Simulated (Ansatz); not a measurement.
`FB(F)Br` + H₂O → `OB(F)Br` + H–F at 298.15 K and 1 bar (formal hydrolysis of a B–F bond).

Isolated molecules relaxed with PBE0-D4/def2-TZVP in Ansatz; ΔE leaves out vibrations. CCSD(T)/CBS adds triple-zeta CCSD(T) − MP2 to the extrapolated MP2 energy (def2 sets, frozen cores). This one scheme is used for every species. For Br outer-core shells are correlated without core-valence functions, which leaves a few kJ/mol of doubt a bond. Scalar relativity is left out up to krypton. Each species was taken in one conformer, which may not be the lowest.

| species | CCSD(T)/CBS energy (Eh) | H − E (kJ/mol) | S (J/(mol·K)) |
| --- | --- | --- | --- |
| `FB(F)Br` | -2797.85348 | 40.0 | 287.4 |
| H₂O | -76.37941 | 66.4 | 188.7 |
| `OB(F)Br` | -2773.83630 | 73.3 | 295.9 |
| H–F | -100.39570 | 33.5 | 173.6 |

H − E and S are ideal-gas, rigid-rotor, harmonic terms from PBE0-D4/def2-TZVP, for one conformer and one mirror image of each species. 1 Eh = 2625.50 kJ/mol, R = 8.31446 J/(mol·K).

Problem. By hand: ΔE, ΔH, ΔS and ΔG.

Solution. ΔE = (-2773.83630) + (-100.39570) − (-2797.85348) − (-76.37941) = 0.00089 Eh = 2.3 kJ/mol. Δ(H − E) = 73.3 + 33.5 − 40.0 − 66.4 = 0.4, so ΔH = 2.7 kJ/mol. ΔS = 295.9 + 173.6 − 287.4 − 188.7 = -6.6 J/(mol·K). ΔG = 2.7 − 298.15 × (-6.6)/1000 = 4.7 kJ/mol.

Problem. By hand: the equilibrium constant, and the temperature at which ΔG would vanish if ΔH and ΔS stayed fixed.

Solution. log₁₀ K = −ΔG/(RT ln 10) = -0.8. ΔH and −TΔS have one sign here, so there is no such temperature.

TΔS isn't small against ΔH here. The sign of ΔG lies within the doubt. A doubt of 5 kJ/mol in ΔE shifts log₁₀ K by 0.9 here. Other conformers and mirror images would add mixing entropy, several J/(mol·K) or more a flexible species. These are equilibria of isolated gas molecules and say nothing of rates. Largest T1 diagnostic: 0.011 (customary marks: 0.02 for closed shells, 0.045 for open ones).

ΔS is within the doubt of such terms, so its sign, and with it that verdict, could turn.
